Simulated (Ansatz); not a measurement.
Input for Ansatz (an electronic-structure program): U-CCSD(T)/cc-pV(T+d)Z on H4P2 (SMILES PP), a point of a bond scan (R = 2.700 Å). Files ending in .json are basis or fitting sets from the Basis Set Exchange.

Ansatz 0.2 input:
```yaml
crystal:
  periodic: [false, false, false]
  atoms:
    - {symbol: P, position_ang: [-0.98931421, -0.53589241, 0.00725596]}
    - {symbol: P, position_ang: [1.38503989, 0.75024937, -0.01015834]}
    - {symbol: H, position_ang: [-1.52762971, 0.25159167, -1.04540375]}
    - {symbol: H, position_ang: [-1.54504892, 0.31148207, 1.00280738]}
    - {symbol: H, position_ang: [1.94077460, -0.09712511, -1.00570976]}
    - {symbol: H, position_ang: [1.92335539, -0.03723471, 1.04250137]}
basis:
  gaussian:
    orbitals: cc-pV_T+d_Z.json
correlation: {method: ccsd_t, electrons: outside_noble_gas}
scf: {omitted_lower_state_checks: [cluster_reference]}
magnetization: {spin_polarized: true, initial_magnetization: 0}
```

Question: What total energy does the run end on?

Answer: -684.1825 hartree (reference determinant -683.8003, T1 diagnostic 0.047). Its determinant has ⟨S²⟩ = 0.24, a mixture of spin states.

Question: How many basis functions does it have, and what does it roughly cost on one machine?

Answer: 134 functions; roughly 28 core-seconds.
